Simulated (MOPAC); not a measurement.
MOPAC input (PM3):

```
PM3 1SCF CHARGE=-1 GEO-OK AUX(PRECISION=9) THREADS=1
HCl2Si

Si   -0.04756189 1   -0.95901857 1    0.27984017 1
Cl    1.73900744 1    0.36591280 1   -0.03557094 1
Cl   -1.69804253 1    0.50996005 1   -0.12608197 1
H    -0.03053696 1   -1.46357839 1   -1.16966282 1
```

From the last part of the output:

```
                                                       MOPAC v23.2.5 Linux

          FINAL HEAT OF FORMATION =       -112.31682 KCAL/MOL =    -469.93358 KJ/MOL

          COSMO AREA              =        117.28 SQUARE ANGSTROMS
          COSMO VOLUME            =        107.32 CUBIC ANGSTROMS

          IONIZATION POTENTIAL    =          3.608832 EV
          HOMO LUMO ENERGIES (EV) =         -3.609  4.492
          NO. OF FILLED LEVELS    =         10
          MOLECULAR WEIGHT        =         99.9994         POINT GROUP:  Cs

          MOLECULAR DIMENSIONS (Angstroms)

            Atom       Atom       Distance
           Cl     3   Cl     2     3.44126
            H     4   Cl     2     2.19179
            H     4   Si     1     1.00811

          SCF CALCULATIONS        =          1

   ATOM   CHEMICAL          X               Y               Z
  NUMBER   SYMBOL      (ANGSTROMS)     (ANGSTROMS)     (ANGSTROMS)

     1      Si         -0.04756189  *  -0.95901857  *   0.27984017  *
     2      Cl          1.73900744  *   0.36591280  *  -0.03557094  *
     3      Cl         -1.69804253  *   0.50996005  *  -0.12608197  *
     4       H         -0.03053696  *  -1.46357839  *  -1.16966282  *

                             CARTESIAN COORDINATES

   1   Si       -0.047561890    -0.959018570     0.279840170
   2   Cl        1.739007440     0.365912800    -0.035570940
   3   Cl       -1.698042530     0.509960050    -0.126081970
   4    H       -0.030536960    -1.463578390    -1.169662820

           Empirical Formula: H Si Cl2  =     4 atoms

      MOLECULAR POINT GROUP   :   Cs

                  EIGENVALUES
 -50.21207 -49.77148 -10.19469  -7.45362  -7.37153  -6.50226  -6.13176  -5.93244
  -5.55362  -3.60883   4.49221   4.54469   6.24106

              NET ATOMIC CHARGES AND DIPOLE CONTRIBUTIONS

  ATOM NO.   TYPE          CHARGE      No. of ELECS.   s-Pop       p-Pop
    1         Si           0.165813        3.8342     1.71869     2.11550
    2         Cl          -0.475129        7.4751     1.97637     5.49876
    3         Cl          -0.475129        7.4751     1.97637     5.49876
    4          H          -0.215555        1.2156     1.21556
 DIPOLE           X         Y         Z       TOTAL
 POINT-CHG.    -0.096    -1.120     1.848     2.164
 HYBRID         0.141     1.600    -2.793     3.222
 SUM            0.045     0.479    -0.945     1.061

          ATOMIC ORBITAL ELECTRON POPULATIONS

     Atom    s        px        py        pz
    1 Si   1.71869   0.49870   0.64358   0.97322
    2 Cl   1.97637   1.68546   1.83128   1.98202
    3 Cl   1.97637   1.72535   1.79723   1.97618
    4  H   1.21556

 **********************
 *                    *
 * JOB ENDED NORMALLY *
 *                    *
 **********************

 == MOPAC DONE ==
```

The dipole moment of an ion depends on the origin.
